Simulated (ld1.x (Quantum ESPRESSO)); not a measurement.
**Logarithmic derivatives: aluminium, PAW**

ld1.x (Quantum ESPRESSO) 7.5 input, shortened:

```
&input
   title='Al', zed=13., rel=0, dft='WC', iswitch=3,
   config='[Ne] 3s2 3p0.5'
 /
 &inputp
   pseudotype=3, lpaw=.true., tm=.true., lloc=-1, rcloc=1.85,
   nlcc=.true., new_core_ps=.true., rcore=1.65,
   which_augfun='PSQ', rmatch_augfun_nc=.true.
 /
4
3S  1  0   2.00   0.00  1.35  1.90  0.0
3S  1  0   0.00   1.45  1.35  1.90  0.0
3P  2  1   0.50   0.00  1.50  1.80  0.0
3P  2  1   0.00   0.85  1.50  1.80  0.0
 &test
   configts(1)='3s2 3p0.5'
 /
```

The phase is arctan(r·u′/u) with u = r·R(r), unwrapped; energies in Ry, scanned from -3 to 5 Ry. A pole is an energy at which the radial function vanishes at the test radius. The pseudo phase is shifted by a multiple of π to meet the all-electron one at the reference energy, and phase errors are pseudo minus all-electron; the curves can meet again beyond the range given. Levels narrower than the energy grid can be missing from the lists of poles.

```csv
channel,radius (bohr),reference energy (Ry),"poles, all-electron","poles, pseudo",unbroken range about the reference energy with phases within 0.05 rad,phase error 1 Ry above the reference energy (rad)
s,2.05,-0.81,2.52,2.52,the whole range,-0.000
p,2.05,-0.42,3.36,3.07,below 3.4,-0.000
```

Phases in the s channel:

| E (Ry) | all-electron | pseudo |
| --- | --- | --- |
| -3.00 | 1.175 | 1.174 |
| -2.52 | 1.106 | 1.105 |
| -2.04 | 0.997 | 0.996 |
| -1.56 | 0.801 | 0.801 |
| -1.08 | 0.406 | 0.406 |
| -0.60 | -0.293 | -0.294 |
| -0.12 | -0.889 | -0.889 |
| 0.36 | -1.188 | -1.189 |
| 0.84 | -1.344 | -1.344 |
| 1.32 | -1.438 | -1.438 |
| 1.80 | -1.502 | -1.502 |
| 2.28 | -1.550 | -1.550 |
| 2.76 | -1.589 | -1.590 |
| 3.24 | -1.623 | -1.625 |
| 3.72 | -1.655 | -1.658 |
| 4.20 | -1.688 | -1.694 |
| 4.68 | -1.723 | -1.735 |
